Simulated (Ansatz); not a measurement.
C2H5N, SMILES `C[C]N` (lower singlet) (charge 0, multiplicity 1). This singlet lies 1.64 eV below the relaxed triplet at the level frozen-core CCSD(T)/cc-pVTZ // B3LYP-D3(BJ)/def2-TZVP (Ansatz, an electronic-structure program).

The numbers are results of r2SCAN0/cc-pVTZ // B3LYP-D3(BJ)/def2-TZVP (Ansatz), not measurements.

Ansatz 0.2 input:
```yaml
crystal:
  periodic: [false, false, false]
  atoms:
    - { symbol: C, position_ang: [-1.002557, -0.070376, -0.129955] }
    - { symbol: C, position_ang: [0.301584, -0.780447, 0.016857] }
    - { symbol: N, position_ang: [1.312851, -0.009054, -0.268537] }
    - { symbol: H, position_ang: [-0.935802, 0.985022, -0.45206] }
    - { symbol: H, position_ang: [-1.537524, -0.117808, 0.822149] }
    - { symbol: H, position_ang: [-1.623483, -0.620234, -0.842021] }
    - { symbol: H, position_ang: [1.22689, 0.972193, -0.560938] }
    - { symbol: H, position_ang: [2.258035, -0.359301, -0.211437] }
basis:
  gaussian: { orbitals: cc-pVTZ }
hamiltonian:
  xc: r2scan0
```

Output:

```
Functional definition: r2SCAN0
824 factors; their error is unknown
mean field evaluation 1: about -3636.4279 eV, gradient 5.2e1 eV
mean field evaluation 2: about -3636.2181 eV, gradient 5.2e1 eV
mean field evaluation 4: about -3642.2118 eV, gradient 2.0e0 eV
mean field evaluation 8: about -3642.2268 eV, gradient 4.5e-2 eV
mean field evaluation 16: about -3642.2203 eV, gradient 1.9e-5 eV
mean field -3642.22026240 eV, -133.8491258578 hartree, gradient 1.9e-5 eV, S^2 0.000000; 0 other end points of the search recorded, 0 dependent functions left out
reference -3642.22026987 eV, -133.8491261321 hartree; 12, 12 occupied and 148, 148 virtual orbitals, 824 factors
Total energy: -3642.22026987 eV, -133.8491261321 hartree
```
